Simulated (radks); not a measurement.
Neutral titanium inside a hard spherical wall (all orbitals vanish at R), configuration held at [Ar] 3d2 4s2 and not refilled when levels cross. Method: non-relativistic Kohn-Sham, PBEsol, spin-polarised, spherical densities, point nucleus; open shells are filled with parallel spins first; computed with a radial shooting solver on a logarithmic mesh with Libxc functionals. Eigenvalues in eV for spin up, with the zero of energy where the potential of the charges vanishes at infinity; a dash marks a level that is unbound or too diffuse for the functional's potential to be trusted. A positive occupied level is held by the wall or, in an anion where self-interaction has pushed it up, behind a barrier. The pressure on the wall is -dE/dV.

R (bohr)  E (hartree)  kinetic (hartree)    e(3s)    e(3p)   e(3d)   e(4s)  e(4p, empty)  e(5s, empty)  pressure (GPa)
free       -848.15644            847.283  -62.249  -39.330  -5.016  -4.643        -1.560             -               0
20         -848.15644            847.283  -62.249  -39.330  -5.016  -4.643        -1.560             -        < 0.0001
12         -848.15632            847.284  -62.237  -39.318  -5.004  -4.634        -1.524         0.934         0.00202
10         -848.15545            847.292  -62.173  -39.254  -4.943  -4.584        -1.408         2.023          0.0245
6          -848.09254            847.611  -60.462  -37.559  -3.370  -2.944         1.182        13.459            4.33
3.5        -847.11370            850.874  -51.832  -29.147   5.211  12.511        20.791        72.860             255
3          -846.10566            854.034  -46.795  -24.162  10.919  26.051        36.419        113.87             767
